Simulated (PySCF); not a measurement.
# Radial density of Rh²⁺ (rhodium, charge +2)

UHF, [Kr] 4d7, high-spin 4F determinant. All numbers are calculated (PySCF 2.14, the spin-free X2C one-electron Hamiltonian (Gaussian nucleus), in x2c-SVPall).

```json
{"r (bohr)": "0.0275", "4πr²ρ (e/bohr)": "56.06", "4πr²(ρα − ρβ)": "-0.0005"}
{"r (bohr)": "0.0463", "4πr²ρ (e/bohr)": "48.43", "4πr²(ρα − ρβ)": "0.0023"}
{"r (bohr)": "0.0778", "4πr²ρ (e/bohr)": "65.27", "4πr²(ρα − ρβ)": "0.0397"}
{"r (bohr)": "0.131", "4πr²ρ (e/bohr)": "64.09", "4πr²(ρα − ρβ)": "0.2389"}
{"r (bohr)": "0.220", "4πr²ρ (e/bohr)": "47.62", "4πr²(ρα − ρβ)": "0.5648"}
{"r (bohr)": "0.370", "4πr²ρ (e/bohr)": "51.28", "4πr²(ρα − ρβ)": "0.1874"}
{"r (bohr)": "0.623", "4πr²ρ (e/bohr)": "15.73", "4πr²(ρα − ρβ)": "0.4919"}
{"r (bohr)": "1.05", "4πr²ρ (e/bohr)": "15.09", "4πr²(ρα − ρβ)": "2.4267"}
{"r (bohr)": "1.76", "4πr²ρ (e/bohr)": "4.508", "4πr²(ρα − ρβ)": "1.3373"}
{"r (bohr)": "2.97", "4πr²ρ (e/bohr)": "0.3478", "4πr²(ρα − ρβ)": "0.1211"}
{"r (bohr)": "4.99", "4πr²ρ (e/bohr)": "0.001904", "4πr²(ρα − ρβ)": "0.0003"}
```

Densities and radii are taken from the X2C orbitals without a picture-change correction, which distorts them close to the nucleus.
